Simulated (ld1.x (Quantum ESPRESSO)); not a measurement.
## What one change does to a pseudopotential (zinc, TM)

| Property | Result |
| --- | --- |
| Element | Zn (Z = 30) |
| Generator | ld1.x (Quantum ESPRESSO) 7.5 |
| Type | norm-conserving Troullier–Martins (Kleinman–Bylander form) |
| Functional | PBE |
| Relativity | scalar-relativistic |
| Frozen core | [Ar] |
| Valence charge | 12 |
| Reference configuration | 3d10 4s1.75 4p0.25 |
| Partial waves | 4p (bound): rc 3.25 bohr; 3d (bound): rc 1.40 bohr; 4s (bound): rc 1.55 bohr |
| Local potential | the s channel |
| Core correction | none |

Change: functional LDA (PZ).

Cutoffs: the cutoffs (Ry, on a coarse ladder) from which the occupation-weighted sum of valence levels, in a spherical-Bessel basis at the reference potential, stays within 10 and 1 mRy of its value at 400 Ry; they do not see the model core or the augmentation charge, which bear on the density cutoff. Errors are all-electron minus pseudo energies relative to the spin-unpolarised reference configuration.

Q: Predict the effect on cutoff, ghosts and configuration errors.

A: The potential gets neither clearly harder nor softer (140 Ry and 260 Ry → 140 Ry and 260 Ry); the number of tests with a reliable result goes from 7 to 6; of the 5 tests that both files solve, the error grows in 0 and shrinks in 3 by more than 15 % and 0.3 meV (median size 25.0 → 1.2 meV); the range in which the p phases agree widens (upper end 2.1 → at the end of the scan); neither file shows a bound ghost.

| quantity | base | changed |
| --- | --- | --- |
| cutoff, loose | 140 Ry | 140 Ry |
| cutoff, tight | 260 Ry | 260 Ry |
| bound ghosts | none | none |
| tests with a reliable result | 7 of 7 | 6 of 9 |
| error for 3d10 4s2 4p0, meV [ΔE -1.23 → -1.26 eV] | +0.4 | +0.4 |
| error for 3d10 4s1 4p0, meV [ΔE 8.66 → 8.93 eV] | +2.4 | -1.2 |
| error for 3d10 4s0 4p0, meV [ΔE 27.10 → 27.70 eV] | +42 | +0.3 |
| error for 3d9 4s2 4p1, meV [ΔE 11.02 → 11.10 eV] | -325 | -317 |
| error for 3d10 4s0 4p1, meV [ΔE 14.98 → 15.36 eV] | +25 | +14 |
| s: phases at 3.55 bohr within 0.05 rad from the reference energy up to (Ry; the scan ends near 5) | 1.1 | 1.1 |
| p: phases at 3.55 bohr within 0.05 rad from the reference energy up to (Ry; the scan ends near 5) | 2.1 | to the end of the scan |
| d: phases at 3.55 bohr within 0.05 rad from the reference energy up to (Ry; the scan ends near 5) | n/a | 0.4 |
